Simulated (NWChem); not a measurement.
All runs are NWChem calculations. System: C₂H₆Be, charge 0, spin multiplicity 1, at a geometry optimised with PBE0/def2-SVP. The structure started from a generated list of species. Level: B3LYP/STO-3G, VWN1-RPA local correlation.

Job file:

```
start mol
memory heap 200 mb stack 900 mb global 1100 mb
geometry units angstroms nocenter noautoz
  Be     0.000000     0.000000     0.000186
  C      1.054122     1.308887    -0.000006
  H      1.102628     1.808302     0.984394
  H      0.760175     2.083586    -0.730934
  H      2.088289     1.014081    -0.253799
  C     -1.054122    -1.308887    -0.000006
  H     -1.102628    -1.808302     0.984394
  H     -0.760175    -2.083586    -0.730934
  H     -2.088289    -1.014081    -0.253799
  symmetry group C2
end
basis spherical
  * library sto-3g
end
dft
  xc b3lyp
  semidirect memsize 60000000 filesize 0
  iterations 100
end
task dft energy
```

NWChem printed:

```
             Northwest Computational Chemistry Package (NWChem) 7.3.0
             --------------------------------------------------------

                                NWChem Input Module
                                -------------------

 Scaling coordinates for geometry "geometry" by  1.889725989
 (inverse scale =  0.529177249)

 Turning off AUTOSYM since
 SYMMETRY directive was detected!

                             Geometry "geometry" -> ""
                             -------------------------

 Output coordinates in angstroms (scale by  1.889725989 to convert to a.u.)

  No.       Tag          Charge          X              Y              Z
 ---- ---------------- ---------- -------------- -------------- --------------
    1 Be                   4.0000     0.00000000     0.00000000     0.00018600
    2 C                    6.0000     1.05412200     1.30888700    -0.00000600
    3 H                    1.0000     1.10262800     1.80830200     0.98439400
    4 H                    1.0000     0.76017500     2.08358600    -0.73093400
    5 H                    1.0000     2.08828900     1.01408100    -0.25379900
    6 C                    6.0000    -1.05412200    -1.30888700    -0.00000600
    7 H                    1.0000    -1.10262800    -1.80830200     0.98439400
    8 H                    1.0000    -0.76017500    -2.08358600    -0.73093400
    9 H                    1.0000    -2.08828900    -1.01408100    -0.25379900

 Effective nuclear repulsion energy (a.u.)      51.1940477360

            Nuclear Dipole moment (a.u.)
            ----------------------------
        X                 Y               Z
 ---------------- ---------------- ----------------
    -0.0000000000    -0.0000000000    -0.0000113384

      Symmetry information
      --------------------

 Group name             C2
 Group number              4
 Group order               2
 No. of unique centers     5

      Symmetry unique atoms

     1    2    3    4    5


 Summary of "ao basis" -> "" (spherical)
 ------------------------------------------------------------------------------
       Tag                 Description            Shells   Functions and Types
 ---------------- ------------------------------  ------  ---------------------
 *                           sto-3g                   on all atoms

                                 NWChem DFT Module
                                 -----------------

 Summary of "ao basis" -> "ao basis" (spherical)
 ------------------------------------------------------------------------------
       Tag                 Description            Shells   Functions and Types
 ---------------- ------------------------------  ------  ---------------------
 Be                          sto-3g                  3        5   2s1p
 C                           sto-3g                  3        5   2s1p
 H                           sto-3g                  1        1   1s

 Summary of "ao basis" -> "ao basis" (spherical)
 ------------------------------------------------------------------------------
       Tag                 Description            Shells   Functions and Types
 ---------------- ------------------------------  ------  ---------------------
 Be                          sto-3g                  3        5   2s1p
 C                           sto-3g                  3        5   2s1p
 H                           sto-3g                  1        1   1s

      Symmetry analysis of basis
      --------------------------

        a          11
        b          10

            General Information
            -------------------
          SCF calculation type: DFT
          Wavefunction type:  closed shell.
          No. of atoms     :     9
          No. of electrons :    22
           Alpha electrons :    11
            Beta electrons :    11
          Charge           :     0
          Spin multiplicity:     1
          Use of symmetry is: on ; symmetry adaption is: on
          Maximum number of iterations: 100
          AO basis - number of functions:    21
                     number of shells:    15
          Convergence on energy requested:  1.00D-06
          Convergence on density requested:  1.00D-05
          Convergence on gradient requested:  5.00D-04

              XC Information
              --------------
                         B3LYP Method XC Potential
                     Hartree-Fock (Exact) Exchange  0.200
                        Slater Exchange Functional  0.800 local
                    Becke 1988 Exchange Functional  0.720 non-local
              Lee-Yang-Parr Correlation Functional  0.810
                  VWN I RPA Correlation Functional  0.190 local

             Grid Information
             ----------------
          Grid used for XC integration:  medium
          Radial quadrature: Mura-Knowles
          Angular quadrature: Lebedev.
          Tag              B.-S. Rad. Rad. Pts. Rad. Cut. Ang. Pts.
          ---              ---------- --------- --------- ---------
          Be                  1.05       49           7.0       434
          C                   0.70       49          10.0       434
          H                   0.35       45          11.0       434
          Grid pruning is: on
          Number of quadrature shells:   233
          Spatial weights used:  Erf1

          Convergence Information
          -----------------------
          Convergence aids based upon iterative change in
          total energy or number of iterations.
          Levelshifting, if invoked, occurs when the
          HOMO/LUMO gap drops below (HL_TOL):  1.00D-02
          DIIS, if invoked, will attempt to extrapolate
          using up to (NFOCK): 10 stored Fock matrices.

                    Damping( 0%)  Levelshifting(0.5)       DIIS
                  --------------- ------------------- ---------------
          dE  on:    start            ASAP                start
          dE off:    2 iters        100 iters           100 iters

      Screening Tolerance Information
      -------------------------------
          Density screening/tol_rho:  1.00D-10
          AO Gaussian exp screening on grid/accAOfunc:  14
          CD Gaussian exp screening on grid/accCDfunc:  20
          XC Gaussian exp screening on grid/accXCfunc:  20
          Schwarz screening/accCoul:  1.00D-08

      Superposition of Atomic Density Guess
      -------------------------------------

 Sum of atomic energies:         -91.50785823

      Non-variational initial energy
      ------------------------------

 Total energy =     -92.018903
 1-e energy   =    -224.976994
 2-e energy   =      81.764044
 HOMO         =      -0.185548
 LUMO         =       0.234597

      Symmetry analysis of molecular orbitals - initial
      -------------------------------------------------

  Numbering of irreducible representations:

     1 a           2 b

  Orbital symmetries:

     1 a           2 b           3 a           4 a           5 b
     6 b           7 a           8 b           9 a          10 a
    11 b          12 a          13 b          14 a          15 a
    16 b          17 b          18 b          19 a          20 a
    21 b

------------------------------------------------------------
EAF file 0: "./mol.aoints.0" size=524288 bytes
------------------------------------------------------------
               write      read    awrite     aread      wait
               -----      ----    ------     -----      ----
     calls:        1         0         0         0         0
   data(b): 5.24e+05  0.00e+00  0.00e+00  0.00e+00
   time(s): 0.00e+00  0.00e+00  0.00e+00  0.00e+00  0.00e+00
rate(mb/s): 0.00e+00  0.00e+00
------------------------------------------------------------

   convergence    iter        energy       DeltaE   RMS-Dens  Diis-err    time
 ---------------- ----- ----------------- --------- --------- ---------  ------
 d= 0,ls=0.0,diis     1    -93.4153143189 -1.45D+02  2.82D-02  1.09D-01     0.3
 d= 0,ls=0.0,diis     2    -93.4377241413 -2.24D-02  6.15D-03  5.98D-03     0.4
 d= 0,ls=0.0,diis     3    -93.4380748386 -3.51D-04  2.86D-03  3.78D-03     0.5
 d= 0,ls=0.0,diis     4    -93.4386695761 -5.95D-04  8.13D-05  2.25D-06     0.6
 d= 0,ls=0.0,diis     5    -93.4386699691 -3.93D-07  3.25D-06  1.34D-09     0.7

         Total DFT energy =      -93.438669969117
      One electron energy =     -226.235481923046
           Coulomb energy =       97.662376112838
    Exchange-Corr. energy =      -16.059611894932
 Nuclear repulsion energy =       51.194047736023

 Numeric. integr. density =       22.000003001294

     Total iterative time =      0.5s

                  Occupations of the irreducible representations
                  ----------------------------------------------

                     irrep           alpha         beta
                     --------     --------     --------
                     a                 6.0          6.0
                     b                 5.0          5.0

                       DFT Final Molecular Orbital Analysis
                       ------------------------------------

 Vector    9  Occ=2.000000D+00  E=-3.357093D-01  Symmetry=a
              MO Center= -5.8D-16, -9.7D-17, -1.8D-01, r^2= 4.8D+00
   Bfn.  Coefficient  Atom+Function         Bfn.  Coefficient  Atom+Function
  ----- ------------  ---------------      ----- ------------  ---------------
    13      0.344937  5 H  s                 21      0.344937  9 H  s
     8      0.311762  2 C  px                16     -0.311762  6 C  px
     9     -0.251101  2 C  py                17      0.251101  6 C  py
    12     -0.249434  4 H  s                 20     -0.249434  8 H  s
    11     -0.095510  3 H  s                 19     -0.095510  7 H  s

 Vector   10  Occ=2.000000D+00  E=-2.656091D-01  Symmetry=a
              MO Center=  7.2D-16,  1.1D-15,  8.0D-05, r^2= 2.7D+00
   Bfn.  Coefficient  Atom+Function         Bfn.  Coefficient  Atom+Function
  ----- ------------  ---------------      ----- ------------  ---------------
     2      0.549549  1 Be s                  9     -0.329466  2 C  py
    17      0.329466  6 C  py                 8     -0.265361  2 C  px
    16      0.265361  6 C  px                 1     -0.226978  1 Be s
    11     -0.111582  3 H  s                 12     -0.111658  4 H  s
    13     -0.111653  5 H  s                 19     -0.111582  7 H  s

 Vector   11  Occ=2.000000D+00  E=-2.330070D-01  Symmetry=b
              MO Center= -8.6D-16, -9.8D-16,  6.7D-05, r^2= 2.8D+00
   Bfn.  Coefficient  Atom+Function         Bfn.  Coefficient  Atom+Function
  ----- ------------  ---------------      ----- ------------  ---------------
     9     -0.362094  2 C  py                17     -0.362094  6 C  py
     4      0.343896  1 Be py                 8     -0.291632  2 C  px
    16     -0.291632  6 C  px                 3      0.276950  1 Be px
    11     -0.118883  3 H  s                 12     -0.118907  4 H  s
    13     -0.118907  5 H  s                 19      0.118883  7 H  s

 Vector   12  Occ=0.000000D+00  E= 1.009545D-01  Symmetry=a
              MO Center= -2.0D-17, -6.4D-20,  2.5D-02, r^2= 2.0D+00
   Bfn.  Coefficient  Atom+Function         Bfn.  Coefficient  Atom+Function
  ----- ------------  ---------------      ----- ------------  ---------------
     5      0.998458  1 Be pz                11     -0.234079  3 H  s
    19     -0.234079  7 H  s                 12      0.173733  4 H  s
    20      0.173733  8 H  s                 13      0.060387  5 H  s
    21      0.060387  9 H  s                 10     -0.038709  2 C  pz
    18     -0.038709  6 C  pz

 Vector   13  Occ=0.000000D+00  E= 1.009612D-01  Symmetry=b
              MO Center=  4.8D-16,  1.5D-16, -2.5D-02, r^2= 2.0D+00
   Bfn.  Coefficient  Atom+Function         Bfn.  Coefficient  Atom+Function
  ----- ------------  ---------------      ----- ------------  ---------------
     3      0.777641  1 Be px                 4     -0.626270  1 Be py
    13     -0.235448  5 H  s                 21      0.235448  9 H  s
    12      0.170002  4 H  s                 20     -0.170002  8 H  s
    11      0.065444  3 H  s                 19     -0.065444  7 H  s
     8     -0.030167  2 C  px                16     -0.030167  6 C  px

 Vector   14  Occ=0.000000D+00  E= 2.607027D-01  Symmetry=a
              MO Center= -2.6D-17,  1.4D-16,  1.2D-05, r^2= 2.3D+00
   Bfn.  Coefficient  Atom+Function         Bfn.  Coefficient  Atom+Function
  ----- ------------  ---------------      ----- ------------  ---------------
     2      1.211067  1 Be s                  7     -0.710311  2 C  s
    15     -0.710311  6 C  s                  9      0.387310  2 C  py
    17     -0.387310  6 C  py                 8      0.311933  2 C  px
    16     -0.311933  6 C  px                 1     -0.224037  1 Be s
     6      0.122546  2 C  s                 14      0.122546  6 C  s

 center of mass
 --------------
 x =   0.00000000 y =  -0.00000000 z =   0.00004107

 moments of inertia (a.u.)
 ------------------
         220.302184716228        -159.246289468553           0.000000000000
        -159.246289468553         150.819051942880          -0.000000000000
           0.000000000000          -0.000000000000         348.552432035282

     Multipole analysis of the density
     ---------------------------------

     L   x y z        total         alpha         beta         nuclear
     -   - - -        -----         -----         ----         -------
     0   0 0 0     -0.000000    -11.000000    -11.000000     22.000000

     1   1 0 0     -0.000000     -0.000000     -0.000000     -0.000000
     1   0 1 0     -0.000000      0.000000      0.000000     -0.000000
     1   0 0 1     -0.000014     -0.000002     -0.000002     -0.000011

     2   2 0 0    -13.853460    -52.713648    -52.713648     91.573835
     2   1 1 0     -0.660241    -50.231559    -50.231559     99.802878
     2   1 0 1     -0.000000     -0.000000     -0.000000      0.000000
     2   0 2 0    -14.141583    -74.630893    -74.630893    135.120204
     2   0 1 1     -0.000000     -0.000000     -0.000000     -0.000000
     2   0 0 2    -13.321699    -12.259243    -12.259243     11.196787

 Task  times  cpu:        0.6s     wall:        0.6s

 Total times  cpu:        0.7s     wall:        0.7s
```
